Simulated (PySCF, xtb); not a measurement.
Cl3OSi, SMILES [O][Si](Cl)(Cl)Cl (connectivity only; charge and spin as stated), charge -1, multiplicity 1.

GFN2-xTB (xtb 6.7.1) at its own geometry gives an orbital gap of 7.96 eV.

Geometry optimised at B3LYP-D3(BJ)/def2-SVPD. The spin state was assumed, not searched. The isomer is the one that the SMILES or the coordinates give; other isomers of the formula were not compared.

What does PySCF with B3LYP/def2-SVPD give? (An estimate is asked for; the answer gives what the named calculation found.)

gap 6.19 eV (levels -3.13 and 3.07 eV).
